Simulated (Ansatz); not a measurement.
Reaction (ligand exchange at the Si–O bond): `[CH3][AlH][O][SiH2]O` + `C[NH][GeH3]` → `C[N]([GeH3])[SiH2]O` + `[CH3][AlH][OH]`

Program: Ansatz. Geometries: PBE0-D4/def2-TZVP. ΔE: electronic, gas phase. CBS: MP2 limit from def2 TZ/QZ plus the TZ coupled-cluster correction, frozen cores. DFT in def2-TZVPP. For Ge outer-core shells are correlated without core-valence functions, which leaves a few kJ/mol of doubt a bond. Scalar relativity is left out up to krypton. Each species was taken in one conformer, which may not be the lowest.

`[CH3][AlH][O][SiH2]O`:

```xyz
12

C    -2.320    0.292   -1.182
Al   -1.079   -0.666   -0.038
O     0.516   -0.128    0.104
Si    2.010    0.370    0.465
O     2.439    0.019    2.012
H    -1.947    1.278   -1.466
H    -2.504   -0.271   -2.104
H    -3.293    0.417   -0.697
H    -1.457   -1.973    0.773
H     2.093    1.846    0.383
H     2.949   -0.284   -0.486
H     2.592   -0.899    2.235
```

`C[NH][GeH3]`:

Cartesian coordinates in Å:
```
C -1.269 -0.552 0.234
N 0.151 -0.745 0.010
Ge 1.218 0.748 -0.107
H -1.753 -1.511 0.439
H -1.806 -0.074 -0.599
H -1.416 0.074 1.119
H 0.324 -1.407 -0.733
H 2.644 0.264 -0.411
H 1.144 1.460 1.253
H 0.763 1.742 -1.205
```

`C[N]([GeH3])[SiH2]O`:

Cartesian coordinates in Å:
```
C -1.569 -0.278 0.092
N -0.146 -0.182 -0.195
Ge 0.840 -1.692 0.194
Si 0.573 1.317 -0.600
O 1.118 2.240 0.655
H -2.097 0.599 -0.294
H -1.782 -0.346 1.167
H -2.014 -1.157 -0.388
H 0.252 -2.865 -0.613
H 2.297 -1.416 -0.194
H 0.725 -2.019 1.697
H 1.798 1.053 -1.386
H -0.463 2.081 -1.349
H 0.468 2.664 1.216
```

`[CH3][AlH][OH]`:

Cartesian coordinates in Å:
```
C 0.173 -1.243 -0.180
Al 0.002 0.690 -0.225
O -0.491 1.471 1.203
H -0.528 -1.715 -0.875
H -0.019 -1.645 0.817
H 1.175 -1.558 -0.488
H 0.290 1.581 -1.509
H -0.601 2.419 1.257
```

| level | ΔE (kJ/mol) |
| --- | --- |
| ωB97X-V | 56.9 |
| HF/def2-QZVPP | 82.7 |

Problem. What does CCSD(T)/CBS give? (An estimate is asked.)

Solution. Ansatz gave: +55.0 kJ/mol. The listed levels differ from it by 1.9, 27.7 kJ/mol.

Largest T1 diagnostic among the species: 0.012.

The D4 term adds −8.2 kJ/mol with B3LYP and −4.5 kJ/mol with PBE0; it sums over pairs of atoms, weighted by their polarisabilities, and B3LYP, whose exchange is more repulsive, gets the larger term. In def2-TZVPP, CCSD(T) changes the Hartree–Fock value by −26.8 kJ/mol (the triples alone add −4.2 kJ/mol) and MP2 by −29.5 kJ/mol. From PBE to PBE0 (25 % exact exchange), in def2-TZVPP and without D4, ΔE moves by +4.2 kJ/mol.

B3LYP here is the variant with VWN-RPA as its local correlation; programs differ in this.
